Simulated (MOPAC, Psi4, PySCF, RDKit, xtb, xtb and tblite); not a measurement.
Conformational energy of C8H7NO, SMILES COc1cccc(C#N)c1. Scanned: dihedral C1–O2–C3–C4; all other coordinates were relaxed at GFN2-xTB. Points at φ and −φ are mirror images.

Geometry of the scan point at 120° (Å):
```
17

C     -2.6319    -0.9099     0.2888
O     -2.0746     0.3723     0.0900
C     -0.7078     0.4265    -0.0290
C     -0.1678     0.9360    -1.2082
C      1.2032     1.0478    -1.3602
C      2.0552     0.6344    -0.3536
C      1.5175     0.1112     0.8220
C      2.3760    -0.3185     1.8614
N      3.0697    -0.6712     2.7030
C      0.1384     0.0023     0.9870
H     -3.7096    -0.7631     0.3232
H     -2.3802    -1.5785    -0.5412
H     -2.3010    -1.3660     1.2268
H     -0.8409     1.2576    -1.9876
H      1.6095     1.4495    -2.2763
H      3.1262     0.7101    -0.4653
H     -0.2611    -0.3968     1.9076
```

Levels: GFN2-xTB (xtb and tblite); MMFF94 // GFN2-xTB (RDKit); B3LYP/def2-SVP // GFN2-xTB (Psi4); B3LYP-D3(BJ)/def2-SVP // GFN2-xTB (Psi4); PBE/def2-SVP // GFN2-xTB (Psi4); PBE-D3(BJ)/def2-SVP // GFN2-xTB (Psi4); UFF // GFN2-xTB (RDKit); PM7, restricted, heats of formation // GFN2-xTB (MOPAC); PM3, restricted, heats of formation // GFN2-xTB (MOPAC); GFN1-xTB // GFN2-xTB (xtb); RKS-B3LYP/6-31G* = restricted B3LYP/6-31G*, spherical d, density fitting // GFN2-xTB (PySCF); RHF/STO-3G = PySCF with restricted Hartree-Fock/STO-3G // GFN2-xTB; RKS-B3LYP/LANL2DZ = restricted B3LYP/LANL2DZ, density fitting // GFN2-xTB (PySCF); RMP2/6-31G* = restricted MP2 (frozen core)/6-31G*, spherical d // GFN2-xTB (PySCF 2.14.0).

Least-squares fit of E(φ) = a0 + Σ (a_n cos nφ + b_n sin nφ), n = 1 to 4, to the 12 scan points, in kJ/mol above the lowest point of each profile (levels whose profile four harmonics don't fit are not listed):

| method | a0 | a1 | b1 | a2 | b2 | a3 | b3 | a4 | b4 | rms of fit |
|---|---|---|---|---|---|---|---|---|---|---|
| GFN2-xTB | 11.82 | 0.24 | 0.00 | -10.99 | 0.00 | 0.33 | 0.00 | -0.48 | 0.00 | 0.27 |
| MMFF94 | 5.95 | -0.81 | 0.00 | -5.23 | 0.00 | 0.11 | 0.00 | -0.51 | 0.00 | 0.36 |
| B3LYP/def2-SVP | 10.02 | 0.37 | 0.00 | -8.45 | 0.00 | 0.25 | 0.00 | -1.04 | 0.00 | 0.16 |
| B3LYP-D3(BJ)/def2-SVP | 10.20 | 0.52 | 0.00 | -8.54 | 0.00 | 0.20 | 0.00 | -1.10 | 0.00 | 0.22 |
| PBE/def2-SVP | 11.89 | 0.35 | 0.00 | -10.41 | 0.00 | 0.34 | 0.00 | -0.92 | 0.00 | 0.18 |
| PBE-D3(BJ)/def2-SVP | 11.99 | 0.45 | 0.00 | -10.44 | 0.00 | 0.31 | 0.00 | -0.96 | 0.00 | 0.21 |
| UFF | 9.90 | -0.73 | 0.00 | -9.78 | 0.00 | 0.12 | 0.00 | 1.24 | 0.00 | 0.72 |
| PM7 | 6.61 | 0.51 | 0.00 | -5.13 | 0.00 | 0.40 | 0.00 | -0.50 | 0.00 | 0.08 |
| PM3 | 2.74 | -0.30 | 0.00 | -1.95 | 0.00 | 0.27 | 0.00 | -0.53 | 0.00 | 0.18 |
| GFN1-xTB | 8.31 | 0.27 | 0.00 | -7.77 | 0.00 | 0.23 | 0.00 | -0.16 | 0.00 | 0.13 |
| RKS-B3LYP/6-31G* | 9.09 | 0.43 | 0.00 | -7.43 | 0.00 | 0.19 | 0.00 | -1.12 | 0.00 | 0.17 |
| RHF/STO-3G | 4.87 | -0.19 | 0.00 | -3.23 | 0.00 | 0.25 | 0.00 | -1.50 | 0.00 | 0.19 |
| RKS-B3LYP/LANL2DZ | 9.61 | 0.30 | 0.00 | -7.98 | 0.00 | 0.30 | 0.00 | -0.98 | 0.00 | 0.07 |
| RMP2/6-31G* | 7.77 | 0.58 | 0.00 | -5.96 | 0.00 | 0.12 | 0.00 | -1.22 | 0.00 | 0.23 |
